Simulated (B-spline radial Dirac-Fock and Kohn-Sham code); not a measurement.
Subshell photoionisation cross sections of Ga⁷⁺ against photon energy

System: Ga⁷⁺ in the configuration [Ar] 3d6.

Input of the calculation (task.json; shells as n, l, electrons):

```json
{"items": [{
  "Z": 31,
  "q": 7,
  "cfg": [[1, 0, 2], [2, 0, 2], [2, 1, 6], [3, 0, 2], [3, 1, 6], [3, 2, 6]],
  "A": 69,
  "rrms": 3.9973,
  "do": ["binding", "quiet", "photo", "scan"],
  "hv": [30.1, 30.8, 38.5, 43.2, 54.6, 57.3, 283.0, 444.0, 828.0, 1000.0, 2200.0, 2370.0, 2660.0, 3500.0, 3740.0, 6220.0, 6320.0, 6730.0, 40000.0, 52000.0, 58300.0, 67000.0, 87200.0, 90700.0]
}]}
```

Command: `python xray_run.py task.json out`

These are calculated numbers from an atomic code on a B-spline grid; the model is Dirac-Hartree-Slater photoionisation with all multipoles and Dirac-Fock thresholds. Values are in kb per electron; a dash marks an energy below the computed threshold.

```tsv
hν (eV)	1s	2p1/2	2p3/2	3s	3p1/2
283	–	–	–	–	142
444	–	–	–	66.3	86.7
828	–	–	–	24.6	30.0
1000	–	–	–	17.7	20.5
2200	–	27.1	25.9	4.06	3.24
2370	–	22.1	21.0	3.50	2.67
2660	–	15.9	15.1	2.77	1.97
3500	–	7.18	6.74	1.57	0.935
3740	–	5.89	5.52	1.36	0.777
6220	–	1.23	1.13	0.447	0.175
6320	–	1.17	1.07	0.431	0.167
6730	–	0.955	0.878	0.373	0.137
40000	0.278	0.00209	0.00175	0.00389	0.000341
52000	0.129	0.000807	0.000665	0.00185	0.000133
58300	0.0917	0.000533	0.000434	0.00133	8.79e-05
67000	0.0605	0.000321	0.000259	0.000888	5.32e-05
87200	0.0274	0.000124	9.70e-05	0.000410	2.05e-05
90700	0.0243	0.000107	8.38e-05	0.000365	1.78e-05
```

At 90700 eV the multipoles beyond E1 give 22.4 % of 1s, 36.4 % of 2p1/2, 35.3 % of 2p3/2, 23.1 % of 3s, 36.3 % of 3p1/2.

Run: 4.0 s of CPU time on 1 thread of Neoverse-N1 (shared host), peak memory 0.31 GiB.
